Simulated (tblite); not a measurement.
Compound: 1-propanesulfonyl chloride, C₃H₇ClO₂S.
Geometry (GFN2-xTB, Å), atoms numbered from 1 in this order:
```
atom  x, y, z in Å
C1     1.5209    0.6606    0.4313
C2     0.7169    0.1033   -0.7371
C3    -0.2698   -0.9508   -0.2951
S4    -1.6888   -0.1698    0.5015
O5    -2.6597   -1.1630    0.8293
O6    -1.3160    0.7734    1.5042
Cl7   -2.4668    0.9075   -1.0496
H8     2.1103   -0.1251    0.8991
H9     0.8592    1.0910    1.1764
H10    2.2002    1.4335    0.0820
H11    0.1687    0.9091   -1.2288
H12    1.3975   -0.3308   -1.4745
H13    0.1336   -1.6268    0.4539
H14   -0.7068   -1.5124   -1.1146
```

Level: GFN2-xTB in tblite, geometry and Hessian alike; calculated harmonic values, unscaled, isolated species. Against measured fundamentals such values can be off by several per cent, at times by over 20. One conformer, not necessarily the lowest.

Harmonic wavenumbers (cm⁻¹): 40.2, 140.1, 170.2, 210.1, 236.8, 272.1, 314.5, 327.0, 417.8, 440.9, 507.8, 685.3, 805.3, 828.2, 949.4, 976.8, 1049.4, 1123.4, 1133.9, 1170.0, 1196.4, 1254.1, 1288.9, 1336.1, 1404.6, 1419.3, 1471.7, 1496.2, 1496.3, 2968.9, 2996.0, 3017.1, 3033.0, 3039.3, 3056.0, 3079.1.

A = 2608, B = 1456, C = 1244 MHz; mass 141.986 u (most abundant isotopes); point group C1, symmetry number 1.

Task: What is the zero-point energy?

Result: Half the sum of the wavenumbers: 22676 cm⁻¹ = 64.83 kcal/mol.

Task: What is S at 298.15 K and 1 bar for an ideal gas of classical rigid rotors and harmonic oscillators?

Result: Translation 40.79, rotation 28.61, vibration 22.28: S = 91.7 cal/(mol K).

Task: And Cp and H(298.15 K) − H(0)?

Result: Cp = 31.48 cal/(mol K), of which vibrations give 23.53 (their classical limit is 36 R = 71.5); H(298.15 K) − H(0) = 5.97 kcal/mol without the zero-point energy, 3.60 from vibrations.

Task: Which modes carry the vibrational entropy at 298.15 K?

Result: 40.2 cm⁻¹: 5.25; 140.1 cm⁻¹: 2.80; 170.2 cm⁻¹: 2.43; 210.1 cm⁻¹: 2.04; 236.8 cm⁻¹: 1.83; 272.1 cm⁻¹: 1.58 cal/(mol K); the other 30 give 6.34 together.

Task: Blend soft modes into free rotors: weight 1/[1 + (100 cm⁻¹/ν̃)⁴] for the oscillator and the rest for a rotor with moment μB/(μ + B), μ = h/(8π²ν), B = 10⁻⁴⁴ kg m². What vibrational entropy results?

Result: 20.78 cal/(mol K) in place of 22.28, which changes −T·S at 298.15 K by +0.45 kcal/mol.

Task: How do the functions run with temperature in this model?

Result: 
```json
{"T (K)": "150", "S (cal/(mol K))": "74.0", "Cp (cal/(mol K))": "20.8", "H − H(0) (kcal/mol)": "2.07", "G − H(0) (kcal/mol)": "-9.03", "ln q(vib)": "2.13"}
{"T (K)": "250", "S (cal/(mol K))": "86.4", "Cp (cal/(mol K))": "28.1", "H − H(0) (kcal/mol)": "4.53", "G − H(0) (kcal/mol)": "-17.08", "ln q(vib)": "4.16"}
{"T (K)": "400", "S (cal/(mol K))": "101.9", "Cp (cal/(mol K))": "38.3", "H − H(0) (kcal/mol)": "9.52", "G − H(0) (kcal/mol)": "-31.23", "ln q(vib)": "7.19"}
{"T (K)": "600", "S (cal/(mol K))": "119.5", "Cp (cal/(mol K))": "48.8", "H − H(0) (kcal/mol)": "18.29", "G − H(0) (kcal/mol)": "-53.42", "ln q(vib)": "11.08"}
{"T (K)": "900", "S (cal/(mol K))": "141.4", "Cp (cal/(mol K))": "58.8", "H − H(0) (kcal/mol)": "34.55", "G − H(0) (kcal/mol)": "-92.67", "ln q(vib)": "16.47"}
```

q(vib) and H(0) count from the zero-point level.

Hindered rotation and anharmonicity are outside this model. Other conformers, if any are populated, would add a mixing term that is left out. The structure is chiral; the term R ln 2 for an equal mix with its mirror image is left out.
